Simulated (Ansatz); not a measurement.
Molecule: dichloroborane, sum formula BHCl2, charge 0, multiplicity 1. SMILES: B(Cl)Cl
Geometry: optimised at B3LYP-D3(BJ)/def2-TZVP (Ansatz, an electronic-structure program).

Wanted: vertical ionisation energy (to the doublet state of charge +1; each state is the SCF solution reached for its spin), in eV. Correlated levels leave the core frozen unless marked. UHF or UKS for open shells. Spin-orbit coupling is left out. Non-relativistic. Basis-set limits of correlation are two-point, X^-3; Hartree-Fock from the larger set. [CCSD(T)-MP2]/basis is that difference in the basis named.

| level | program | vertical ionisation energy (eV) |
|---|---|---|
| PBE0/def2-TZVPD | Ansatz | (withheld) |
| CCSD/aug-cc-pV(T+d)Z | Ansatz | (withheld) |
| RI-MP2/CBS(aug-cc-pV(T+d)Z,aug-cc-pV(Q+d)Z)+[CCSD(T)-MP2]/aug-cc-pV(T+d)Z | Ansatz | 12.15 |

Task: What belongs in the gaps?

Result: 
- PBE0/def2-TZVPD, vertical ionisation energy (eV): 11.66
- CCSD/aug-cc-pV(T+d)Z, vertical ionisation energy (eV): 11.96
